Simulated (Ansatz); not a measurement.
Born–Oppenheimer molecular dynamics of C3H5BClF (11 atoms, charge 0, multiplicity 1). It starts from a relaxed structure.

Level of theory: Ansatz 0.2.0, RKS BLYP/6-31G.

| Item | Value |
| --- | --- |
| ensemble | NVE (velocity Verlet) |
| time step | 0.5 fs |
| steps asked | 500 |
| starting velocities drawn for | 500 K |
| seed | 513399 |

Frames 0.5 fs apart, positions in Å, forces in eV/Å.

Velocities at 195.0 fs (Å/ps):

```
B 0.42 -7.29 -1.93
C 0.26 0.43 3.88
Cl 0.61 0.32 1.92
C 3.60 6.07 -0.41
C -4.39 -4.94 -9.72
F -0.02 2.01 0.47
H 10.86 2.54 8.88
H -4.86 0.84 -11.06
H -30.55 23.12 5.71
H 17.98 3.36 6.54
H -12.73 -19.17 8.60
```

```xyz
11
Properties=species:S:1:pos:R:3:forces:R:3 time_fs=195.0 energy_less_start_eV=0.265 T=274
B -1.398 -0.530 -1.032 0.23 -0.41 0.47
C 0.035 -0.458 -0.316 -0.39 0.03 -0.93
Cl 0.031 0.306 -2.404 0.29 0.08 -0.33
C 0.388 0.570 0.611 -0.10 -0.23 0.68
C 1.393 0.518 1.519 -1.29 0.94 -0.87
F -0.557 1.571 0.789 -0.42 0.69 -0.06
H -2.119 0.379 -0.829 -0.35 0.18 0.13
H -1.837 -1.573 -1.417 0.18 -0.04 -0.14
H 0.822 -1.204 -0.433 -0.09 -0.40 -0.01
H 2.141 -0.202 1.391 1.39 -1.04 0.26
H 1.358 1.287 2.263 0.53 0.21 0.80
11
Properties=species:S:1:pos:R:3:forces:R:3 time_fs=195.5 energy_less_start_eV=0.259 T=278
B -1.398 -0.533 -1.033 0.22 -0.28 0.52
C 0.035 -0.458 -0.315 -0.85 0.48 -0.91
Cl 0.032 0.306 -2.403 0.30 0.07 -0.32
C 0.390 0.573 0.611 -0.34 -0.32 0.43
C 1.391 0.515 1.514 -0.85 0.85 -0.55
F -0.557 1.572 0.789 -0.40 0.69 -0.04
H -2.114 0.380 -0.824 -0.34 0.13 0.10
H -1.839 -1.572 -1.422 0.19 -0.06 -0.13
H 0.806 -1.192 -0.430 0.41 -0.86 -0.08
H 2.151 -0.202 1.394 1.15 -0.86 0.24
H 1.353 1.278 2.268 0.52 0.17 0.74
11
Properties=species:S:1:pos:R:3:forces:R:3 time_fs=196.0 energy_less_start_eV=0.263 T=275
B -1.397 -0.537 -1.033 0.19 -0.13 0.57
C 0.035 -0.457 -0.313 -1.29 0.91 -0.89
Cl 0.032 0.306 -2.402 0.30 0.06 -0.31
C 0.391 0.576 0.611 -0.59 -0.41 0.16
C 1.388 0.513 1.509 -0.28 0.71 -0.17
F -0.557 1.573 0.790 -0.39 0.70 -0.03
H -2.110 0.382 -0.820 -0.33 0.06 0.07
H -1.841 -1.572 -1.428 0.19 -0.08 -0.13
H 0.792 -1.183 -0.428 0.89 -1.30 -0.14
H 2.165 -0.203 1.399 0.80 -0.60 0.23
H 1.348 1.268 2.276 0.51 0.10 0.62
11
Properties=species:S:1:pos:R:3:forces:R:3 time_fs=196.5 energy_less_start_eV=0.275 T=265
B -1.397 -0.541 -1.034 0.14 0.02 0.62
C 0.035 -0.457 -0.311 -1.65 1.26 -0.88
Cl 0.032 0.306 -2.401 0.30 0.05 -0.29
C 0.393 0.579 0.611 -0.84 -0.49 -0.11
C 1.385 0.511 1.504 0.36 0.54 0.26
F -0.557 1.574 0.790 -0.37 0.70 -0.01
H -2.106 0.384 -0.815 -0.30 -0.02 0.04
H -1.842 -1.572 -1.435 0.19 -0.10 -0.12
H 0.780 -1.177 -0.426 1.29 -1.66 -0.19
H 2.180 -0.206 1.403 0.39 -0.29 0.21
H 1.345 1.260 2.284 0.49 0.00 0.47
11
Properties=species:S:1:pos:R:3:forces:R:3 time_fs=197.0 energy_less_start_eV=0.291 T=251
B -1.397 -0.545 -1.035 0.09 0.17 0.66
C 0.034 -0.456 -0.310 -1.84 1.46 -0.89
Cl 0.033 0.306 -2.401 0.30 0.04 -0.28
C 0.394 0.581 0.611 -1.09 -0.56 -0.37
C 1.383 0.509 1.499 1.02 0.37 0.72
F -0.558 1.575 0.790 -0.36 0.70 0.00
H -2.104 0.386 -0.809 -0.27 -0.11 0.01
H -1.843 -1.572 -1.441 0.19 -0.11 -0.11
H 0.770 -1.176 -0.424 1.53 -1.87 -0.22
H 2.196 -0.210 1.408 -0.04 0.02 0.18
H 1.343 1.251 2.294 0.47 -0.10 0.30
11
Properties=species:S:1:pos:R:3:forces:R:3 time_fs=197.5 energy_less_start_eV=0.305 T=240
B -1.396 -0.548 -1.035 0.02 0.32 0.69
C 0.033 -0.455 -0.309 -1.84 1.46 -0.93
Cl 0.033 0.307 -2.400 0.30 0.03 -0.27
C 0.395 0.584 0.611 -1.32 -0.63 -0.61
C 1.381 0.507 1.494 1.64 0.23 1.18
F -0.558 1.577 0.790 -0.34 0.70 0.02
H -2.102 0.388 -0.804 -0.24 -0.20 -0.03
H -1.843 -1.573 -1.448 0.19 -0.12 -0.09
H 0.765 -1.178 -0.422 1.57 -1.88 -0.21
H 2.213 -0.214 1.414 -0.44 0.29 0.13
H 1.342 1.242 2.304 0.45 -0.21 0.11
11
Properties=species:S:1:pos:R:3:forces:R:3 time_fs=198.0 energy_less_start_eV=0.313 T=232
B -1.396 -0.552 -1.035 -0.05 0.45 0.72
C 0.032 -0.454 -0.308 -1.63 1.24 -0.99
Cl 0.034 0.307 -2.399 0.29 0.03 -0.26
C 0.396 0.587 0.611 -1.51 -0.68 -0.83
C 1.379 0.505 1.489 2.19 0.12 1.63
F -0.558 1.578 0.791 -0.33 0.71 0.03
H -2.100 0.389 -0.799 -0.21 -0.28 -0.06
H -1.843 -1.573 -1.455 0.20 -0.12 -0.07
H 0.763 -1.185 -0.421 1.41 -1.68 -0.17
H 2.228 -0.217 1.420 -0.78 0.51 0.08
H 1.342 1.233 2.315 0.42 -0.30 -0.07
11
Properties=species:S:1:pos:R:3:forces:R:3 time_fs=198.5 energy_less_start_eV=0.317 T=229
B -1.396 -0.556 -1.035 -0.12 0.56 0.73
C 0.030 -0.452 -0.307 -1.26 0.85 -1.08
Cl 0.034 0.307 -2.398 0.29 0.03 -0.25
C 0.397 0.589 0.610 -1.67 -0.72 -1.00
C 1.377 0.503 1.485 2.64 0.05 2.04
F -0.558 1.580 0.791 -0.32 0.71 0.04
H -2.099 0.389 -0.794 -0.18 -0.36 -0.10
H -1.843 -1.575 -1.462 0.20 -0.11 -0.05
H 0.765 -1.196 -0.421 1.08 -1.30 -0.10
H 2.241 -0.218 1.426 -1.05 0.66 0.01
H 1.343 1.223 2.325 0.38 -0.36 -0.24
11
Properties=species:S:1:pos:R:3:forces:R:3 time_fs=199.0 energy_less_start_eV=0.320 T=226
B -1.395 -0.559 -1.035 -0.19 0.64 0.73
C 0.028 -0.450 -0.307 -0.80 0.36 -1.18
Cl 0.034 0.307 -2.397 0.29 0.03 -0.25
C 0.397 0.591 0.610 -1.77 -0.76 -1.12
C 1.376 0.502 1.481 2.97 0.02 2.38
F -0.559 1.582 0.791 -0.31 0.71 0.05
H -2.099 0.389 -0.790 -0.16 -0.42 -0.12
H -1.842 -1.576 -1.470 0.21 -0.10 -0.03
H 0.769 -1.210 -0.421 0.66 -0.82 -0.02
H 2.252 -0.219 1.432 -1.24 0.75 -0.06
H 1.345 1.212 2.335 0.34 -0.40 -0.38
11
Properties=species:S:1:pos:R:3:forces:R:3 time_fs=199.5 energy_less_start_eV=0.326 T=221
B -1.395 -0.562 -1.035 -0.25 0.71 0.72
C 0.026 -0.449 -0.306 -0.33 -0.17 -1.27
Cl 0.035 0.307 -2.396 0.28 0.03 -0.25
C 0.397 0.593 0.609 -1.82 -0.79 -1.19
C 1.376 0.500 1.477 3.17 0.01 2.63
F -0.559 1.583 0.791 -0.30 0.70 0.06
H -2.099 0.387 -0.785 -0.15 -0.46 -0.15
H -1.840 -1.577 -1.477 0.22 -0.08 0.00
H 0.775 -1.227 -0.421 0.22 -0.31 0.07
H 2.260 -0.217 1.438 -1.35 0.77 -0.14
H 1.348 1.200 2.344 0.30 -0.40 -0.48
11
Properties=species:S:1:pos:R:3:forces:R:3 time_fs=200.0 energy_less_start_eV=0.334 T=214
B -1.395 -0.566 -1.034 -0.31 0.74 0.69
C 0.024 -0.447 -0.306 0.12 -0.66 -1.35
Cl 0.035 0.307 -2.396 0.28 0.03 -0.24
C 0.397 0.595 0.608 -1.80 -0.81 -1.20
C 1.376 0.498 1.474 3.23 0.04 2.80
F -0.560 1.585 0.791 -0.29 0.69 0.07
H -2.099 0.385 -0.781 -0.14 -0.49 -0.17
H -1.838 -1.579 -1.484 0.23 -0.06 0.03
H 0.781 -1.244 -0.420 -0.19 0.17 0.14
H 2.264 -0.214 1.444 -1.38 0.72 -0.22
H 1.352 1.187 2.352 0.25 -0.37 -0.55
11
Properties=species:S:1:pos:R:3:forces:R:3 time_fs=200.5 energy_less_start_eV=0.343 T=207
B -1.395 -0.569 -1.034 -0.35 0.75 0.66
C 0.022 -0.445 -0.307 0.50 -1.10 -1.41
Cl 0.036 0.308 -2.395 0.28 0.04 -0.24
C 0.396 0.597 0.607 -1.73 -0.83 -1.15
C 1.377 0.496 1.472 3.14 0.09 2.86
F -0.560 1.587 0.792 -0.28 0.68 0.07
H -2.099 0.381 -0.778 -0.15 -0.50 -0.18
H -1.836 -1.581 -1.492 0.24 -0.04 0.06
H 0.787 -1.260 -0.420 -0.54 0.60 0.20
H 2.265 -0.209 1.449 -1.31 0.61 -0.29
H 1.356 1.173 2.358 0.21 -0.30 -0.57
```

Of the whole run (250 fs, mean temperature of the second half 255 K): The conserved energy stayed within 0.28 meV per atom of its start (net change 0.037 meV per atom), so the integration is sound. The temperature averaged 0.51 of the 500 K drawn at the start: a run that starts near a minimum puts about half its kinetic energy into the potential. A run of 0.25 ps of so small a system gives no equilibrium averages. Limits of this set-up: no polarisation functions.

Time of the run: 18 min on 1 CPU thread of a shared host.
